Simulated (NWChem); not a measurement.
Molecule: GeP$_{2}$H$_{6}$; SMILES [PH2][GeH2][PH2]

```xyz
9

Ge    -0.6497     0.0004    -0.0004
P      0.5477    -1.9998     0.0013
P      0.5550     1.9963     0.0010
H     -1.5530     0.0016     1.2495
H     -1.5511     0.0024    -1.2516
H      1.4450    -1.5788    -1.0282
H      1.4258    -1.5869     1.0504
H      1.4409     1.5758     1.0404
H      1.4418     1.5765    -1.0380
```
Atoms are numbered in this order, from 1.

Level: PBE0/def2-SVP (NWChem), optimised geometry, unscaled harmonic frequencies. 

| frequency (cm⁻¹) | IR intensity (km/mol) |
|---|---|
| 107 | 0.0 |
| 112 | 3.4 |
| 137 | 11.9 |
| 335 | 16.2 |
| 339 | 1.8 |
| 377 | 12.8 |
| 552 | 0.0 |
| 577 | 50.6 |
| 684 | 2.3 |
| 743 | 0.9 |
| 770 | 78.3 |
| 796 | 0.0 |
| 855 | 59.2 |
| 1086 | 0.6 |
| 1090 | 29.6 |
| 2141 | 94.8 |
| 2149 | 95.6 |
| 2401 | 1.0 |
| 2403 | 58.4 |
| 2417 | 0.4 |
| 2419 | 90.9 |

```
Item                                                                                Value
-----------------------------------------------------------------------  ----------------
zero-point energy                                                           32.1 kcal/mol
thermal correction to the enthalpy at 298.15 K (with zero-point energy)     37.0 kcal/mol
heat capacity Cv                                                         22.8 cal/(mol K)
entropy at 298.15 K and 1 atm (symmetry number 2)                        81.7 cal/(mol K)
dipole moment                                                                      0.90 D
```

Rigid rotor and harmonic oscillator.
